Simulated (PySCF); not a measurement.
Dipole moment and polarisability of `CC[C@@H]1CC[C@@H]1F`

C6H11F.
Structure used (PBE0-D3(BJ)/def2-SVP), in Å, numbered top down from 1:
```xyz
18
C6H11F angstrom
C      2.2760   -0.7904   -0.0222
C      1.0744   -0.0172    0.5000
C      0.0422    0.2967   -0.5735
C     -1.2303    1.0029   -0.0448
C     -1.9509   -0.3600   -0.0150
C     -0.8736   -0.8846   -0.9590
F     -0.4121   -2.1525   -0.7150
H      2.9953   -1.0043    0.7832
H      2.8074   -0.2163   -0.7982
H      1.9642   -1.7475   -0.4640
H      1.4076    0.9401    0.9378
H      0.5967   -0.5749    1.3240
H      0.5414    0.7894   -1.4245
H     -1.1284    1.5341    0.9131
H     -1.6645    1.6948   -0.7810
H     -2.9995   -0.4162   -0.3421
H     -1.8581   -0.8491    0.9660
H     -1.1795   -0.8367   -2.0180
```

Level: PBE0/def2-SVPD (PySCF), static field, nuclei fixed, core orbitals frozen in the response. The polarisability tensor in these axes (au):

```
x   79.11 -2.44  0.96
y   -2.44 68.71  1.27
z    0.96  1.27 65.18
```

Problem. Diagonalise the tensor; give its mean and Δα, where Δα² is half the sum of the squared differences of the eigenvalues.

Solution. Principal values 64.56, 68.75 and 79.68 au; mean 71.00 au = 10.52 Å³ = 11.71 × 10⁻⁴⁰ C²·m²/J; Δα = 13.52 au (19 % of the mean).

Problem. What is the dipole moment, and where does it point?

Solution. (-0.50, 1.66, -0.06) D, 1.74 D in size, pointing from the negative to the positive side. Measured along this direction, the outermost atoms are H10 at the negative end and H15 at the positive end.

Problem. In a dilute gas of rigid molecules at 350 K, how does the orientational term μ²/3kT compare with the electronic polarisability?

Solution. In Gaussian units μ²/3kT = 20.78 Å³ against 10.52 Å³, a ratio of 1.98; the Debye molar polarisation (4π/3)N_A(α + μ²/3kT) is 79.0 cm³/mol, leaving out the vibrational part.

Problem. Find the Langevin capture rate constant for H3O+ (19.018 u) meeting this molecule (102.084 u), k = 2.342 × 10⁻⁹ cm³/s × √(α in Å³ / reduced mass in u).

Solution. The reduced mass is 16.03 u, so k = 1.90 × 10⁻⁹ cm³/s. The formula leaves out the permanent dipole, which adds to the capture rate.

Problem. Rayleigh depolarisation ratio (linearly polarised light, static tensor)?

Solution. ρ = 3Δα²/(45ᾱ² + 4Δα²) = 548.3/(226840 + 731.1) = 0.00241.

Problem. What would n − 1 = 2πNα be for an ideal gas of these molecules at 350 K and 1 atm, electronic part alone?

Solution. N = p/kT = 2.0968 × 10¹⁹ cm⁻³, so n − 1 = 2π × N × 10.52 × 10⁻²⁴ cm³ = 1386 × 10⁻⁶ at long wavelengths, for an ideal gas.

One conformer (not necessarily the lowest) at the PBE0-D3(BJ)/def2-SVP geometry, without solvent, vibrations or thermal averaging.
